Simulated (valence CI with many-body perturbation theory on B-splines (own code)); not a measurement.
**Sn28+: what the settings do**

Calculated by relativistic CI+MBPT: four valence electrons over a frozen Dirac-Fock core [Ar], radial functions for each j: 6 s, 6 p, 5 d, 5 f, 1 g, with the one-electron correlation potential Σ1 (screened to all orders), the two-electron term Σ2, the three-electron term Σ3, Breit, model QED; selected single and double excitations, second order for the rest, scaled by the run's own slope (own B-spline code, finite nucleus).

No measured spectrum was set against this ion. As an estimate, large intervals hold to a few tenths of a per cent, small ones and those within an open d or f shell to about a per cent. Only levels of the ground parity were solved; by the run's estimate the other parity begins above the list, which can be wrong where configurations are misplaced.

The reference run has the lowest level (3d3/2^4) J=0 and an ionisation energy of 1595.80 eV. Its largest variational space holds 8174 state functions.

Levels are named by their leading jj configuration (3d3/2^4 stands for four electrons in 3d with j = 3/2), which in mixed levels can hold well under half, so a name can repeat and another be missing. Letters in brackets count levels of one name in rising energy.

Changed runs:
A. highest l in the core sums 6 → 3
B. scale of Σ1 1 → 0
C. hole-hole ladder in Σ2 on → off
D. start configuration 3d4 → 3s4 (bad on purpose)

Excitation energies of the reference run in cm⁻¹, and shifts in cm⁻¹:

```tsv
Level	Reference	A	B	C
(3d3/2^3 3d5/2) J=1	45750	+267	-589	-2708
(3d3/2^2 3d5/2^2) J=2 [a]	77555	+354	-876	-3568
(3d3/2^2 3d5/2^2) J=3 [a]	97585	+350	-964	-3489
(3d3/2^3 3d5/2) J=4	101986	+332	-782	-3057
(3d3/2^2 3d5/2^2) J=0	144090	-48	-1135	+788
(3d3/2^2 3d5/2^2) J=4 [a]	153196	+595	-1163	-5488
(3d3/2^2 3d5/2^2) J=3 [b]	175186	+333	-1105	-3029
(3d3/2^2 3d5/2^2) J=2 [b]	178565	-21	-1051	+301
(3d3/2^2 3d5/2^2) J=5	187262	+751	-1258	-6911
(3d3/2^2 3d5/2^2) J=1	191931	-128	-1335	+1168
(3d3/2^2 3d5/2^2) J=6	200400	+914	-1305	-8210
(3d3/2^2 3d5/2^2) J=4 [b]	218369	+417	-1365	-3896
Ionisation energy (eV)	1595.80	+0.81	-2.53	-0.84
```

Run D: It gave no result: a shell was given more electrons than it holds. The program said: "a valence shell holds more than 4l+2 electrons".
